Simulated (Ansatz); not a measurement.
Correlation energies of ClF2H3SSi2, SMILES `F[SiH](F)S[SiH2]Cl` by basis set

```xyz
9

F    -1.6861    0.7588    0.7981
Si   -1.4975   -0.6433    0.0848
F    -1.1222   -1.6664    1.2344
S     0.0209   -0.5448   -1.3712
Si    1.5091    0.4738   -0.2189
Cl    1.3768    2.4999   -0.4486
H    -2.7602   -1.0639   -0.5383
H     2.8117    0.0310   -0.7547
H     1.3474    0.1549    1.2145
```

Charge 0, multiplicity 1. The structure was optimised at the PBE0-D4/def2-TZVP level. It is one conformer, not always the lowest. Frozen core, restricted reference, the Gaussian-basis code of Ansatz. CBS rows extrapolate triple and quadruple zeta; past MP2 they add the triple-zeta difference.

```
     basis      HF (Eh)  MP2 corr.
  def2-SVP  -1635.13838   -0.81578
def2-TZVPP  -1635.91769   -1.09548
def2-QZVPP  -1635.96991   -1.20008
```

(1) Estimate the CCSD correlation energy and the (T) correction in each basis where they were run (hartree).

Answers

(1) 
```
     basis  CCSD corr.       (T)
  def2-SVP    -0.86551  -0.01820
def2-TZVPP    -1.14530  -0.04218
 CBS(def2)    -1.32739     as TZ
```
